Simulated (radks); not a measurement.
Q: The mean radii <r> (bohr) of the occupied orbitals of an atom or ion are listed with their occupations. Method: non-relativistic Kohn-Sham, PBEsol, spin-unpolarised, spherical densities, point nucleus; computed with a radial shooting solver on a logarithmic mesh with Libxc functionals.

orbital  occ.     <r>
1s          2  0.4187

Name the element and its charge.

A: Z = 4, beryllium, charge +2: Be2+ in [He]. The 1s radius gives Z: for a bare nucleus <r> = 1.5/Z, 0.375 bohr for Z = 4, and screening makes it slightly larger (0.4187 here). The occupations add up to 2, and the charge is Z minus that.
